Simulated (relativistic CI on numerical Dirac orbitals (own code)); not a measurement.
# Cr3+: M2,3 absorption edge

Computed with this model: Dirac-Coulomb-Breit CI, separate exchange-only KLI orbitals for each configuration, a model potential for QED, valence Slater integrals scaled by 0.7, multiplet model of core-to-valence dipole absorption; configurations [Ar] 3d3 → [Ne] 3s2 3p5 3d4; 300 K; Lorentzian 0.8 eV and Gaussian 0.3 eV FWHM. Energies are those of the free ion, without screening or charge transfer. The branching ratio is the share of the lower-energy edge in the whole absorption, uncertain by about 0.02 where the edges overlap. S is read from ⟨S²⟩ = S(S + 1).

Field parameters in Wybourne normalisation: Oh B⁴₀ = 21Dq, B⁴₄ = √(5/14) B⁴₀. The field is a parameter set, without covalency.

Peaks in eV (height, largest 100): 45.8 (14), 49.9 (67), 50.6 (71), 54.0 (54), 55.1 (93), 59.4 (100).

(1) Which surroundings give this spectrum?
A. Oh, 10Dq = 4100 cm⁻¹
B. Oh, 10Dq = 9300 cm⁻¹
C. Oh, 10Dq = 14500 cm⁻¹
D. free ion

Results:

(1) B. Oh, 10Dq = 9300 cm⁻¹, where the ground state has S = 1.50.
